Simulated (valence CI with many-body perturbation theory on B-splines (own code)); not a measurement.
E1 transitions of Tl⁵⁰⁺

Computed by configuration interaction combined with many-body perturbation theory (CI+MBPT): three valence electrons over a frozen Dirac-Fock core [Ar] 3d10, a basis of 11 s, 11 p, 10 d, 8 f, 5 g, 2 h functions for each j, with the one-electron correlation potential Σ1 (screened to all orders), the two-electron term Σ2, the three-electron term Σ3, Breit, model QED; selected single and double excitations, second order for the rest, scaled by the run's own slope (own B-spline code, finite nucleus).

No measured spectrum was set against this ion. As an estimate, large intervals hold to a few tenths of a per cent, small ones and those within an open d or f shell to about a per cent.

Lines 101 to 150 of 548 in falling wavelength, among levels below 78.357 Ry, chosen from the strongest by gf and those to the six lowest levels. Wavelengths and rates use the calculated energies. Electric multipoles are in the length gauge with retardation, E1 and E2 with the static RPA response of the core. Weak lines are less certain than strong ones. Lines between different terms over intervals too small for the method are left out, as are lines whose strength nearly cancels. Where a level lies close to another of its J and parity, the split of strength between their lines is uncertain. The highest levels of a list are the least certain.

Levels are named by their leading jj configuration (3d3/2^4 stands for four electrons in 3d with j = 3/2), which in mixed levels can hold well under half, so a name can repeat and another be missing. Letters in brackets count levels of one name in rising energy.

| λ vac (Å) | Upper | Lower | A (s⁻¹) | S (a.u.) with core polarisation | S without |
| --- | --- | --- | --- | --- | --- |
| 60.09 | (4s 4d3/2 4f7/2) J=9/2 [a] | (4s 4d3/2 4d5/2) J=7/2 [a] | 1.80e+11 | 1.93e-01 | 2.03e-01 |
| 60.08 | (4p1/2 4p3/2 4f7/2) J=5/2 [a] | (4p1/2 4p3/2 4d5/2) J=3/2 [a] | 2.66e+11 | 1.71e-01 | 1.79e-01 |
| 59.93 | (4s 4d3/2 4f7/2) J=3/2 | (4s 4d3/2 4d5/2) J=3/2 [b] | 1.18e+11 | 5.00e-02 | 5.25e-02 |
| 59.92 | (4s 4p3/2 4f7/2) J=5/2 [b] | (4s 4p3/2 4d5/2) J=3/2 [b] | 3.50e+11 | 2.23e-01 | 2.34e-01 |
| 59.89 | (4p1/2 4p3/2 4f5/2) J=7/2 [b] | (4p1/2 4p3/2 4d5/2) J=5/2 [a] | 6.04e+10 | 5.13e-02 | 5.37e-02 |
| 59.68 | (4p1/2 4p3/2 4d5/2) J=3/2 [a] | (4p1/2 4p3/2^2) J=3/2 | 1.74e+11 | 7.29e-02 | 7.66e-02 |
| 59.67 | (4s 4p3/2 4f7/2) J=3/2 | (4s 4p3/2 4d5/2) J=3/2 [a] | 1.95e+11 | 8.16e-02 | 8.58e-02 |
| 59.57 | (4s 4d5/2 4f5/2) J=5/2 [b] | (4s 4p3/2 4f5/2) J=5/2 [b] | 1.56e+11 | 9.77e-02 | 1.03e-01 |
| 59.53 | (4p1/2 4p3/2 4d5/2) J=5/2 [a] | (4p1/2 4p3/2^2) J=5/2 | 1.76e+11 | 1.10e-01 | 1.16e-01 |
| 59.51 | (4p1/2 4p3/2 4f7/2) J=9/2 [b] | (4p1/2 4p3/2 4d5/2) J=9/2 | 1.28e+11 | 1.33e-01 | 1.40e-01 |
| 59.44 | (4p1/2 4d5/2^2) J=5/2 | (4p1/2 4p3/2 4d5/2) J=3/2 [b] | 3.80e+11 | 2.36e-01 | 2.48e-01 |
| 59.43 | (4p1/2 4d5/2^2) J=3/2 | (4p1/2 4p3/2 4d5/2) J=1/2 | 4.30e+11 | 1.78e-01 | 1.87e-01 |
| 59.26 | (4s 4d5/2^2) J=7/2 [b] | (4s 4p3/2 4d5/2) J=5/2 [b] | 8.07e+11 | 6.63e-01 | 6.97e-01 |
| 59.23 | (4p1/2 4d5/2^2) J=3/2 | (4p1/2 4p3/2 4d5/2) J=3/2 [b] | 1.20e+11 | 4.94e-02 | 5.20e-02 |
| 59.23 | (4p1/2 4p3/2 4f7/2) J=11/2 | (4p1/2 4p3/2 4d5/2) J=9/2 | 2.78e+11 | 3.42e-01 | 3.58e-01 |
| 59.22 | (4s 4d3/2 4d5/2) J=1/2 | (4s 4p3/2 4d3/2) J=1/2 [b] | 2.53e+11 | 5.19e-02 | 5.46e-02 |
| 59.20 | (4s 4d5/2^2) J=3/2 | (4s 4p3/2 4d5/2) J=3/2 [b] | 2.08e+11 | 8.51e-02 | 8.95e-02 |
| 59.20 | (4p1/2 4d3/2 4d5/2) J=5/2 [b] | (4p1/2 4p3/2 4d3/2) J=3/2 [b] | 8.77e+10 | 5.39e-02 | 5.67e-02 |
| 59.10 | (4s 4p1/2 4d5/2) J=3/2 | (4s 4p1/2 4p3/2) J=1/2 | 2.62e+11 | 1.07e-01 | 1.12e-01 |
| 59.03 | (4s 4d5/2 4f5/2) J=11/2 | (4s 4p3/2 4f5/2) J=9/2 | 4.51e+11 | 5.50e-01 | 5.77e-01 |
| 59.02 | (4s 4d5/2 4f7/2) J=7/2 | (4s 4p3/2 4f5/2) J=5/2 [b] | 1.02e+11 | 8.29e-02 | 8.73e-02 |
| 58.99 | (4p1/2 4p3/2 4f7/2) J=9/2 [a] | (4p1/2 4p3/2 4d5/2) J=7/2 [a] | 2.19e+11 | 2.22e-01 | 2.33e-01 |
| 58.94 | (4s 4p3/2 4f7/2) J=9/2 [a] | (4s 4p3/2 4d5/2) J=9/2 | 9.86e+10 | 9.96e-02 | 1.05e-01 |
| 58.92 | (4s 4p1/2 4d5/2) J=5/2 [b] | (4s 4p1/2 4p3/2) J=3/2 [b] | 2.53e+11 | 1.53e-01 | 1.61e-01 |
| 58.87 | (4s 4p1/2 4d5/2) J=5/2 [a] | (4s 4p1/2 4p3/2) J=5/2 | 1.44e+10 | 8.71e-03 | 9.17e-03 |
| 58.82 | (4p1/2 4d3/2 4d5/2) J=7/2 [a] | (4p1/2 4p3/2 4d3/2) J=5/2 [a] | 1.31e+11 | 1.05e-01 | 1.11e-01 |
| 58.81 | (4s 4d5/2 4f7/2) J=9/2 | (4s 4p3/2 4f5/2) J=9/2 | 1.18e+11 | 1.18e-01 | 1.24e-01 |
| 58.79 | (4p1/2 4d3/2 4d5/2) J=5/2 [a] | (4p1/2 4p3/2 4d3/2) J=3/2 [a] | 1.08e+11 | 6.47e-02 | 6.81e-02 |
| 58.75 | (4s 4d5/2 4f5/2) J=7/2 [b] | (4s 4p3/2 4f7/2) J=5/2 [a] | 1.40e+11 | 1.13e-01 | 1.18e-01 |
| 58.70 | (4p1/2 4p3/2 4f7/2) J=5/2 [b] | (4p1/2 4p3/2 4d5/2) J=5/2 [a] | 3.56e+11 | 2.13e-01 | 2.24e-01 |
| 58.69 | (4s 4d5/2^2) J=9/2 | (4s 4p3/2 4d5/2) J=7/2 [b] | 4.70e+11 | 4.68e-01 | 4.92e-01 |
| 58.63 | (4s 4d5/2 4f7/2) J=13/2 | (4s 4p3/2 4f7/2) J=11/2 | 4.48e+11 | 6.24e-01 | 6.56e-01 |
| 58.61 | (4p1/2 4p3/2 4f7/2) J=3/2 | (4p1/2 4p3/2 4d5/2) J=3/2 [a] | 3.38e+11 | 1.34e-01 | 1.41e-01 |
| 58.58 | (4p1/2 4d5/2^2) J=9/2 | (4p1/2 4p3/2 4d5/2) J=7/2 [b] | 8.16e+11 | 8.09e-01 | 8.50e-01 |
| 58.53 | (4s 4p3/2 4f5/2) J=5/2 [b] | (4s 4p3/2 4d5/2) J=5/2 [a] | 1.05e+11 | 6.25e-02 | 6.57e-02 |
| 58.49 | (4p1/2 4d5/2^2) J=5/2 | (4p1/2 4p3/2 4d5/2) J=7/2 [b] | 1.02e+11 | 6.04e-02 | 6.36e-02 |
| 58.48 | (4s 4d5/2^2) J=1/2 | (4s 4p3/2 4d5/2) J=3/2 [b] | 4.65e+11 | 9.17e-02 | 9.65e-02 |
| 58.48 | (4p1/2 4p3/2 4f7/2) J=9/2 [b] | (4p1/2 4p3/2 4d5/2) J=7/2 [a] | 1.91e+11 | 1.89e-01 | 1.98e-01 |
| 58.43 | (4s 4p1/2 4d5/2) J=3/2 | (4s 4p1/2 4p3/2) J=3/2 [b] | 8.79e+10 | 3.46e-02 | 3.64e-02 |
| 58.36 | (4p1/2 4d3/2 4d5/2) J=3/2 [b] | (4p1/2 4p3/2 4d3/2) J=1/2 [b] | 1.22e+11 | 4.77e-02 | 5.02e-02 |
| 58.33 | (4s 4d3/2 4d5/2) J=9/2 | (4s 4p3/2 4d3/2) J=7/2 | 5.12e+10 | 5.01e-02 | 5.30e-02 |
| 58.22 | (4s 4d3/2 4f7/2) J=7/2 [b] | (4s 4d3/2 4d5/2) J=7/2 [a] | 6.30e+10 | 4.91e-02 | 5.15e-02 |
| 58.20 | (4p1/2 4d5/2^2) J=7/2 | (4p1/2 4p3/2 4d5/2) J=5/2 [b] | 1.06e+12 | 8.26e-01 | 8.69e-01 |
| 58.17 | (4p1/2 4d3/2 4d5/2) J=5/2 [a] | (4p1/2 4p3/2 4d3/2) J=5/2 [a] | 1.73e+11 | 1.01e-01 | 1.06e-01 |
| 58.14 | (4s 4d3/2 4d5/2) J=7/2 [a] | (4s 4p3/2 4d3/2) J=5/2 [a] | 1.09e+11 | 8.42e-02 | 8.88e-02 |
| 58.12 | (4s 4p3/2 4f7/2) J=9/2 [b] | (4s 4p3/2 4d5/2) J=7/2 [a] | 3.36e+11 | 3.25e-01 | 3.41e-01 |
| 58.07 | (4s 4p3/2 4f7/2) J=11/2 | (4s 4p3/2 4d5/2) J=9/2 | 3.64e+11 | 4.22e-01 | 4.43e-01 |
| 58.00 | (4s 4d5/2^2) J=3/2 | (4s 4p3/2 4d5/2) J=1/2 | 4.42e+11 | 1.70e-01 | 1.79e-01 |
| 57.97 | (4s 4d5/2^2) J=5/2 | (4s 4p3/2 4d5/2) J=3/2 [a] | 1.71e+11 | 9.86e-02 | 1.04e-01 |
| 57.95 | (4s 4d5/2 4f5/2) J=5/2 [a] | (4s 4p3/2 4f5/2) J=3/2 [a] | 1.38e+11 | 7.96e-02 | 8.37e-02 |
